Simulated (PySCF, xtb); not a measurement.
Cl2Hf, SMILES [Cl][Hf][Cl], multiplicity 1.

GFN2-xTB (xtb) at its own geometry gives an orbital gap of 0.79 eV and a dipole moment of 0.00 D.

Geometry optimised at B3LYP-D3(BJ)/def2-TZVP. The spin state was assumed, not searched. The def2 effective core potentials stand for the cores of Hf; spin–orbit coupling is left out.

### Question
What does HF/def2-TZVPD run with PySCF give? (The exact figures need the calculation; the answer reports its results.)

### Answer
gap 8.73 eV (levels -7.92 and 0.81 eV), dipole 0.00 D.
